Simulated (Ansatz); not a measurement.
`O[Si](O)(O)[O][Al]([F])[Cl]`, 11 atoms. Charge 0, multiplicity 1. Hardware: A = 2 threads of an AMD EPYC 7R13 on a shared host and a share of an NVIDIA H100 80 GB; B = 2 threads of a server CPU on a shared host. Correlated methods freeze the cores. Open-shell runs search over several starts.

(1) Give the basis size and wall time and peak host memory of each of these runs in Ansatz. UHF-MP2/def2-QZVPP energy of the cation [A]; UKS ωB97M-V/def2-TZVPP energy of the cation [B]; UKS PBE-D4/def2-TZVPP energy of the cation [B]; RKS PBE0-D4/def2-QZVPP energy [A]; UKS r2SCAN-D4/def2-TZVPP energy of the cation [B]; RHF-CCSD(T)/def2-SVP energy [A]; RKS revPBE-D4/def2-TZVPP energy [B]; RHF-CCSD(T)/def2-TZVPP energy [A]; RKS PBE0-D4/def2-SVP energy [B]; RKS PBE-QIDH (frozen core)/def2-TZVPP energy [B]; UKS PBE0-D4/def2-TZVPP energy of the cation [B]; UKS B2PLYP (frozen core)/def2-TZVPP energy of the cation [B]. (Best estimate.)

Results:

(1) Ansatz gave: Other jobs shared the machine, so times are rough.

| level | job | functions | wall time | peak host memory (GiB) |
| --- | --- | --- | --- | --- |
| RKS PBE0-D4/def2-QZVPP | energy [A] | 585 | 3.8 s | 1.1 |
| RKS PBE0-D4/def2-SVP | energy [B] | 139 | 4 s | 0.37 |
| RHF-CCSD(T)/def2-SVP | energy [A] | 139 | 6 s | 0.78 |
| RKS revPBE-D4/def2-TZVPP | energy [B] | 323 | 7 s | 0.59 |
| RHF-CCSD(T)/def2-TZVPP | energy [A] | 323 | 11 s | 0.85 |
| RKS PBE-QIDH (frozen core)/def2-TZVPP | energy [B] | 323 | 24 s | 1.1 |
| UHF-MP2/def2-QZVPP | energy of the cation [A] | 585 | 53 s | 1.3 |
| UKS PBE-D4/def2-TZVPP | energy of the cation [B] | 323 | 89 s | 1.4 |
| UKS r2SCAN-D4/def2-TZVPP | energy of the cation [B] | 323 | 2.3 min | 1.5 |
| UKS PBE0-D4/def2-TZVPP | energy of the cation [B] | 323 | 3.1 min | 1.8 |
| UKS B2PLYP (frozen core)/def2-TZVPP | energy of the cation [B] | 323 | 7.4 min | 1.8 |
| UKS ωB97M-V/def2-TZVPP | energy of the cation [B] | 323 | 9 min | 2.9 |
